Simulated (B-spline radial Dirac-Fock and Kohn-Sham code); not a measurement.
## Compton profile of La

System: atomic lanthanum, [Xe] 5d1 6s2.

Input file task.json (cfg lists n, l and occupation; rrms is the nuclear radius in fm):

```json
{"items": [{
  "Z": 57,
  "q": 0,
  "cfg": [[1, 0, 2], [2, 0, 2], [2, 1, 6], [3, 0, 2], [3, 1, 6], [3, 2, 10], [4, 0, 2], [4, 1, 6], [4, 2, 10], [5, 0, 2], [5, 1, 6], [5, 2, 1], [6, 0, 2]],
  "A": 139,
  "rrms": 4.855,
  "do": ["scatter"],
  "s": [0.0, 0.05, 0.1, 0.15, 0.2, 0.25, 0.3, 0.35, 0.4, 0.45, 0.5, 0.6, 0.7, 0.8, 0.9, 1.0, 1.1, 1.2, 1.4, 1.6, 1.8, 2.0, 2.5, 3.0, 3.5, 4.0, 5.0, 6.0],
  "pz": [0, 0.1, 0.2, 0.3, 0.4, 0.5, 0.6, 0.8, 1.0, 1.2, 1.4, 1.6, 1.8, 2.0, 2.5, 3.0, 4.0, 5.0, 7.0, 10.0, 15.0, 20.0, 30.0, 40.0, 60.0, 100.0],
  "hv_scatter": [1000, 2000, 5000, 8047.8, 10000, 17479.3, 20000, 30000, 50000, 100000, 200000, 500000, 1000000]
}]}
```

Run with: `python xray_run.py task.json out`

Method: the impulse approximation on configuration-average Dirac-Fock orbitals. Computed with a radial B-spline solver. pz is in atomic units of momentum; subshell profiles are per electron, for a selection of subshells; open shells are spread over both j values by their weights.

| pz | J total | J 4s1/2 | J 5d3/2 | J 5d5/2 | J 6s1/2 | tabulated J |
| --- | --- | --- | --- | --- | --- | --- |
| 0.2 | 10.49 | 0.243 | 0.509 | 0.517 | 1.03 | 10.5 |
| 0.3 | 9.202 | 0.239 | 0.504 | 0.512 | 0.458 | 9.20 |
| 0.4 | 8.423 | 0.234 | 0.488 | 0.495 | 0.176 | 8.42 |
| 0.5 | 7.955 | 0.227 | 0.457 | 0.461 | 0.0883 | 7.95 |
| 0.6 | 7.567 | 0.220 | 0.412 | 0.414 | 0.0749 | 7.57 |
| 0.8 | 6.713 | 0.202 | 0.301 | 0.299 | 0.0681 | 6.71 |
| 1 | 5.826 | 0.181 | 0.198 | 0.194 | 0.0436 | 5.83 |
| 1.2 | 5.076 | 0.158 | 0.120 | 0.116 | 0.0218 | 5.08 |
| 1.4 | 4.520 | 0.135 | 0.0694 | 0.0661 | 0.00998 | 4.52 |
| 1.6 | 4.129 | 0.114 | 0.0385 | 0.0362 | 0.00533 | 4.13 |
| 1.8 | 3.846 | 0.0936 | 0.0210 | 0.0195 | 0.00410 | 3.85 |
| 2 | 3.622 | 0.0761 | 0.0118 | 0.0110 | 0.00397 | 3.62 |
| 2.5 | 3.132 | 0.0443 | 0.00496 | 0.00485 | 0.00343 | 3.13 |
| 3 | 2.648 | 0.0283 | 0.00456 | 0.00454 | 0.00203 | 2.65 |
| 4 | 1.839 | 0.0219 | 0.00352 | 0.00341 | 0.000479 | 1.84 |
| 5 | 1.361 | 0.0207 | 0.00175 | 0.00165 | 0.000326 | 1.36 |
| 7 | 0.9164 | 0.00913 | 0.000313 | 0.000294 | 0.000193 | 0.916 |
| 10 | 0.5537 | 0.00200 | 0.000189 | 0.000188 | 3.16e-05 | 0.550 |
| 15 | 0.2520 | 0.00143 | 9.57e-05 | 9.13e-05 | 2.11e-05 | 0.250 |
| 20 | 0.1307 | 0.000434 | 2.99e-05 | 2.78e-05 | 6.56e-06 | 0.130 |
| 30 | 0.04549 | 5.60e-05 | 2.94e-06 | 2.60e-06 | < 1e-6 | 0.0450 |
| 40 | 0.02000 | 5.07e-05 | < 1e-6 | < 1e-6 | < 1e-6 | 0.0200 |
| 60 | 0.005613 | 2.07e-05 | < 1e-6 | < 1e-6 | < 1e-6 | 0.00560 |
| 100 | 0.0008403 | 2.81e-06 | < 1e-6 | < 1e-6 | < 1e-6 | 0.000840 |

Question: What is the peak value J(0), and which subshell contributes most to it?

Answer: J(0) = 12.67. The 6s1/2 subshell gives the largest part, 33 %.

Mean momentum ⟨p⟩ by subshell (a.u.): 1s1/2 53.9, 2s1/2 19.1, 2p1/2 25.5, 2p3/2 23.9, 3s1/2 9.45, 3p1/2 11.3, 3p3/2 10.8, 3d3/2 12.9, 3d5/2 12.7, 4s1/2 4.67, 4p1/2 5.19, 4p3/2 5.00, 4d3/2 5.28, 4d5/2 5.21, 5s1/2 1.88, 5p1/2 1.93, 5p3/2 1.84, 5d3/2 1.37, 5d5/2 1.34, 6s1/2 0.506.

Tabulated profile: Biggs, Mendelsohn and Mann, At. Data Nucl. Data Tables 16, 201 (1975), a Hartree-Fock calculation.
